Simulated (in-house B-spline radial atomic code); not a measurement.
The outermost shell (largest non-relativistic mean radius) with and without relativity; Dirac values are averaged over j. Computed with an all-electron radial atomic-structure program (B-spline basis): non-relativistic Hartree-Fock and Dirac-Hartree-Fock, averages of the configuration (point nuclei without relativity, finite nuclei with it).

| ion | configuration | outermost shell | radius non-relativistic (bohr) | radius Dirac (bohr) | radius change (%) | level non-relativistic (eV) | level Dirac (eV) | spin-orbit splitting (eV) |
| --- | --- | --- | --- | --- | --- | --- | --- | --- |
| Lu+ | [Xe] 4f14 6s2 | 6s | 3.6551 | 3.4235 | -6.3369 | -11.939 | -12.772 | - |
| Hf+ | [Xe] 4f14 5d1 6s2 | 6s | 3.5096 | 3.263 | -7.027 | -12.526 | -13.573 | - |
| Ta+ | [Xe] 4f14 5d3 6s1 | 6s | 3.5421 | 3.229 | -8.8381 | -12.259 | -13.698 | - |
| W+ | [Xe] 4f14 5d4 6s1 | 6s | 3.434 | 3.1101 | -9.4314 | -12.678 | -14.31 | - |
| Re+ | [Xe] 4f14 5d5 6s1 | 6s | 3.3402 | 3.0057 | -10.015 | -13.056 | -14.88 | - |
| Os+ | [Xe] 4f14 5d6 6s1 | 6s | 3.2576 | 2.9125 | -10.594 | -13.402 | -15.419 | - |
| Ir+ | [Xe] 4f14 5d7 6s1 | 6s | 3.1837 | 2.828 | -11.174 | -13.721 | -15.934 | - |
| Pt+ | [Xe] 4f14 5d9 | 5d | 1.5914 | 1.6224 | 1.9511 | -20.405 | -19.522 | 1.5028 |
| Au+ | [Xe] 4f14 5d10 | 5d | 1.5251 | 1.553 | 1.8276 | -21.788 | -20.849 | 1.7613 |
| Hg+ | [Xe] 4f14 5d10 6s1 | 6s | 3.0007 | 2.6127 | -12.931 | -14.558 | -17.384 | - |
